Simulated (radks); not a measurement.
Problem. Rh, 45 electrons, occupied as [Kr] 4d8 5s0.75 6s0.25 (fractional occupations, a model configuration). All-electron calculation, Dirac Kohn-Sham, BLYP, spin-unpolarised, spherical densities, finite nucleus; open shells fill j = l - 1/2 first; Fermi nuclear charge, rms radius 4.4945 fm. Program: a radial shooting solver on a logarithmic mesh with Libxc functionals. Some entries of the table are withheld. Estimate them.

orbital  occ.  eigenvalue (eV)  r(max) (bohr)
1s1/2       2        -23030.52        0.02117
2s1/2       2        -3338.982         0.1199
2p1/2       2              (1)        0.09292
2p3/2       4              (2)        0.09700
3s1/2       2        -597.2461         0.3516
3p1/2       2        -500.5591            (3)
3p3/2       4        -475.6714            (4)
3d3/2       4              (5)         0.2896
3d5/2       6              (6)         0.2924
4s1/2       2         -83.4679         0.8811
4p1/2       2         -54.0989         0.9270
4p3/2       4         -50.1779         0.9519
4d3/2       4          -7.1994          1.140
4d5/2       4          -6.8058          1.152
5s1/2    0.75          -5.2511            (7)
6s1/2    0.25          -0.5788          10.51

Solution. 
(1) 2p1/2 eigenvalue (eV): -3091.964
(2) 2p3/2 eigenvalue (eV): -2947.265
(3) 3p1/2 r(max) (bohr): 0.3382
(4) 3p3/2 r(max) (bohr): 0.3479
(5) 3d3/2 eigenvalue (eV): -304.3571
(6) 3d5/2 eigenvalue (eV): -299.4482
(7) 5s1/2 r(max) (bohr): 2.619
